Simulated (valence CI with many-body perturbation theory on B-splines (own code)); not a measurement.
In8+: one-electron terms

Computed by valence CI with perturbative core correlation (CI+MBPT): five valence electrons over a frozen Dirac-Fock core [Kr], a basis of 7 s, 7 p, 8 d, 6 f, 4 g, 1 h functions for each j, with the one-electron correlation potential Σ1 (screened to all orders), the two-electron term Σ2, the three-electron term Σ3, Breit, model QED; selected single and double excitations, second order for the rest, scaled by the run's own slope (own B-spline code, finite nucleus).

No measured levels were compared; by estimate terms of the open shell hold to 2 to 4 % of their energy, and close levels can change places; different configurations can be misplaced against each other by 1,000 to 8,000 cm⁻¹. Core correlation moves these levels by up to 23000 cm⁻¹, and in measured spectra 5 to 20 % of such shifts remained as error; rates that hang on mixing are uncertain with them. Among the levels kept, up to 1300 cm⁻¹ of a level comes from second order outside the variational space, and about a tenth of that is noise between levels of different J, which matters for small intervals. The list stops below the first excitations out of the core. Only levels of the ground parity were solved; by the run's estimate the other parity begins above the list, which can be wrong where configurations are misplaced.

These are the spectroscopic orbitals of the CI (the correlating ones are not listed), shaped by the core and the other valence electrons. h is the expectation value of the core's Dirac-Fock operator, without the valence repulsion; Σ1 is computed up to l = 3 at one energy for each symmetry, that of its lowest orbital but kept below the first core excitation, so for empty shells it is not the orbital's own correlation shift; Breit and QED include the response of the core.

| Orbital | h (hartree) | Σ1 (cm⁻¹) | Breit (cm⁻¹) | QED (cm⁻¹) | ⟨r⟩ (bohr) |
| --- | --- | --- | --- | --- | --- |
| 5s1/2 | -6.3768 | -7967 | 249 | 227 | 1.762 |
| 6s1/2 | -3.8048 | -2595 | 114 | 102 | 3.014 |
| 7s1/2 | -2.5375 | -1228 | 60.6 | 54.5 | 4.598 |
| 5p1/2 | -5.7751 | -6268 | 362 | -17.6 | 1.896 |
| 6p1/2 | -3.5132 | -2262 | 174 | -8.3 | 3.218 |
| 7p1/2 | -2.3741 | -1122 | 95.9 | -4.5 | 4.874 |
| 5p3/2 | -5.6769 | -5833 | 208 | 3.0 | 1.932 |
| 6p3/2 | -3.4671 | -2145 | 101 | 1.5 | 3.263 |
| 7p3/2 | -2.3485 | -1072 | 59.1 | 0.8 | 4.929 |
| 4d3/2 | -9.064 | -16020 | 306 | -114 | 0.9915 |
| 5d3/2 | -4.6874 | -3863 | 100 | -22.5 | 2.234 |
| 6d3/2 | -2.9802 | -1719 | 50.0 | -10.6 | 3.723 |
| 4d5/2 | -9.0108 | -15709 | 4.7 | -86.4 | 0.9994 |
| 5d5/2 | -4.669 | -3836 | 29.0 | -15.7 | 2.244 |
| 6d5/2 | -2.9711 | -1712 | 16.1 | -7.4 | 3.736 |
| 4f5/2 | -5.9933 | -19621 | -143 | -37.9 | 1.372 |
| 5f5/2 | -3.6165 | -5598 | -47.5 | -14.9 | 2.817 |
| 4f7/2 | -5.9898 | -18971 | -197 | -35.2 | 1.374 |
| 5f7/2 | -3.6141 | -5440 | -71.5 | -13.6 | 2.819 |
| 5g7/2 | -3.1018 |  | -2.9 | -0.6 | 2.994 |
| 5g9/2 | -3.1019 |  | -3.5 | -0.4 | 2.994 |

Among the shells of the start configuration 4d5, Σ1 is largest in size for 4d3/2, where it is 0.81 % of h.

Lowest root of each symmetry, sizes in configuration state functions:

```json
{"J": "1/2", "Parity": "even", "Roots": "7", "Reference": "13", "Variational": "33150", "Second order": "1253417", "Change by selected CI (cm⁻¹)": "-19080", "Change by second order (cm⁻¹)": "-93"}
{"J": "3/2", "Parity": "even", "Roots": "10", "Reference": "19", "Variational": "28803", "Second order": "2942548", "Change by selected CI (cm⁻¹)": "-18800", "Change by second order (cm⁻¹)": "-271"}
{"J": "5/2", "Parity": "even", "Roots": "13", "Reference": "24", "Variational": "27483", "Second order": "3716967", "Change by selected CI (cm⁻¹)": "-13120", "Change by second order (cm⁻¹)": "-210"}
{"J": "7/2", "Parity": "even", "Roots": "10", "Reference": "20", "Variational": "27464", "Second order": "3565221", "Change by selected CI (cm⁻¹)": "-16325", "Change by second order (cm⁻¹)": "-474"}
{"J": "9/2", "Parity": "even", "Roots": "7", "Reference": "14", "Variational": "27236", "Second order": "3869539", "Change by selected CI (cm⁻¹)": "-16184", "Change by second order (cm⁻¹)": "-410"}
{"J": "11/2", "Parity": "even", "Roots": "4", "Reference": "7", "Variational": "27298", "Second order": "3613912", "Change by selected CI (cm⁻¹)": "-16297", "Change by second order (cm⁻¹)": "-299"}
{"J": "13/2", "Parity": "even", "Roots": "2", "Reference": "3", "Variational": "31227", "Second order": "2415473", "Change by selected CI (cm⁻¹)": "-16809", "Change by second order (cm⁻¹)": "-206"}
```
